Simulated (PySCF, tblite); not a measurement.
A database entry of computed molecular properties. Lists by class give the value and the number of equivalent atoms.

```json
{
 "formula": "C4H7NSi",
 "smiles": "C[Si@@H]1C[C@H]1C#N",
 "charge": 0,
 "multiplicity": 1,
 "geometry_level": "GFN2-xTB",
 "atoms_angstrom": [
  ["C", 2.148, 0.098, 0.085],
  ["Si", 0.4, -0.048, 0.785],
  ["C", -0.862, -1.102, -0.123],
  ["C", -1.034, 0.413, -0.397],
  ["C", -2.188, 1.027, 0.12],
  ["N", -3.116, 1.529, 0.574],
  ["H", 2.561, 1.087, 0.263],
  ["H", 2.161, -0.084, -0.986],
  ["H", 2.811, -0.622, 0.554],
  ["H", 0.197, 0.203, 2.201],
  ["H", -1.68, -1.553, 0.423],
  ["H", -0.596, -1.692, -0.99],
  ["H", -0.806, 0.744, -1.405]
 ],
 "electronic_structure_code": "PySCF",
 "results": {
  "GFN2-xTB geometry": {
   "point_group": "C1",
   "rotational_constants_GHz": [7.265, 1.6, 1.493]
  },
  "PBE0/def2-SVPD ground state and vertical TDDFT (core frozen in the response)": {
   "dipole_D": 5.67,
   "homo_eV": -7.29,
   "lumo_eV": -0.17,
   "S1_eV": 6.24,
   "strongest_line_of_8_singlets_eV": 6.24,
   "T1_tda_eV": 4.96,
   "polarisability_au": 77.8,
   "r2_bohr2_about_centre_of_nuclear_charge": 835.5,
   "singlets_eV_and_f": [
    [6.24, 0.103],
    [6.32, 0.097],
    [6.46, 0.009],
    [6.95, 0.018],
    [7.09, 0.002],
    [7.14, 0.016],
    [7.2, 0.017],
    [7.58, 0.004]
   ],
   "triplets_tda_eV": [4.96, 5.87, 5.95]
  },
  "PBE0/pcSseg-1 ground state and GIAO shieldings, non-relativistic": {
   "shift_vs_computed_TMS_C_by_class_ppm": [
    [127.1, 1],
    [5.4, 1],
    [-6.4, 1],
    [-6.9, 1]
   ],
   "shift_vs_computed_TMS_H_by_class_ppm": [
    [3.51, 1],
    [1.1, 1],
    [0.98, 1],
    [0.93, 1],
    [0.33, 3]
   ],
   "shielding_other_nuclei_by_class_ppm": [
    ["N", -21.5, 1],
    ["Si", 452.1, 1]
   ],
   "charges_hirshfeld_e_by_atom": [-0.2, 0.38, -0.16, -0.1, 0.06, -0.26, 0.05, 0.05, 0.05, -0.05, 0.05, 0.05, 0.06]
  },
  "GFN2-xTB harmonic vibrations, gas phase": {
   "strongest_ir_bands_cm-1_km_per_mol_modes": [
    [477.9, 71.1, 1],
    [594.0, 89.7, 1],
    [831.7, 83.2, 1],
    [833.2, 70.7, 1],
    [2358.1, 236.1, 1],
    [2371.8, 439.2, 1]
   ],
   "zpe_kcal_per_mol": 60.5
  }
 }
}
```

The zero-point energy, half the sum of the 33 harmonic wavenumbers, equals 21170 cm⁻¹ or 253 kJ/mol. The dipole equals about 18.9 × 10⁻³⁰ C·m (1 D = 3.33564 × 10⁻³⁰ C·m). The polarisability is 11.52 Å³ as a volume (1 au = 0.148185 Å³), or 1.50 au for each of the 52 electrons. The principal polarisabilities are 62.8, 69.2 and 101.3 au; their mean is the isotropic value.

Geometry: GFN2-xTB; no solvent or vibrations. NMR classes are plain means over equivalent atoms (diastereotopic ones count apart unless rotation or inversion swaps them), as if these changed places fast; in this geometry the members of some classes differ.
